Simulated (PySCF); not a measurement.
An unknown gives this computed stick spectrum. Level of theory: PySCF 2.14.0, density-fitted response routines, TDDFT B3LYP/def2-SVPD, vertical, gas phase, core orbitals frozen in the response. Geometries: PBE0-D3(BJ)/def2-SVP, one conformer each.

```tsv
state	ν̃ (cm⁻¹)	f	main configurations (H = HOMO, L = LUMO)
S1	53220	0.0025	H→L (89%), H→L+1 (8%)
S2	56160	0.0070	H-1→L (77%), H→L+1 (18%)
S3	56300	0.019	H→L+1 (71%), H-1→L (20%)
S4	58480	0.015	H-1→L+1 (96%)
S5	62700	0.0034	H→L+2 (78%), H→L+3 (14%)
S6	63370	0.012	H-2→L (88%)
S7	63460	0.0062	H→L+4 (44%), H→L+3 (32%), H→L+2 (12%)
S8	64050	0.021	H→L+4 (48%), H→L+3 (44%)
S9	64620	0.0029	H→L+5 (73%), H-1→L+2 (17%)
S10	65230	0.076	H-1→L+2 (55%), H→L+5 (16%), H-2→L+1 (15%)
```

Triplets computed (Tamm–Dancoff): 6.34, 6.61, 6.84, 7.07 eV.

Problem. Which structure fits? All have the formula C4H10OSi.
A. `CO[C@H]1CC[SiH2]1`
B. `C[C@@H]1CCO[SiH2]1`
C. `O([SiH](C)C)C=C`
D. `C=CC[SiH2]OC`

Solution. B. Its S1, at 6.60 eV, is the highest among the candidates; the nearest of the others has S1 at 6.28 eV. S1 is HOMO→LUMO (89%), HOMO→LUMO+1 (8%). Löwdin shares by element: HOMO oxygen 50%, carbon 12% or more, silicon 10%, hydrogen 7% or more (atoms not listed hold the other 21%); LUMO silicon 30%, hydrogen 22% or more, carbon 10% or more (atoms not listed hold the other 38%). At the same level the other candidates give, for their lowest levels:
- `CO[C@H]1CC[SiH2]1`: 5.73 eV (f 0.048); 6.20 eV (f 0.013); 6.60 eV (f 0.031); 6.70 eV (f 0.038); 6.91 eV (f 0.027); T1 5.29 eV; HOMO -6.64, LUMO -0.06 eV
- `C=CC[SiH2]OC`: 6.28 eV (f 0.167); 6.59 eV (f 0.022); 6.71 eV (f 0.004); 6.97 eV (f 0.201); 7.08 eV (f 0.012); T1 4.27 eV; HOMO -6.93, LUMO -0.20 eV
- `C=CO[SiH](C)C`: 6.04 eV (f 0.005); 6.23 eV (f 0.006); 6.54 eV (f 0.027); 6.73 eV (f 0.372); 6.85 eV (f 0.031); T1 4.24 eV; HOMO -6.42, LUMO 0.33 eV

Without π bonds the low states are Rydberg-like; a valence basis with one diffuse set may place them up to an eV too high.
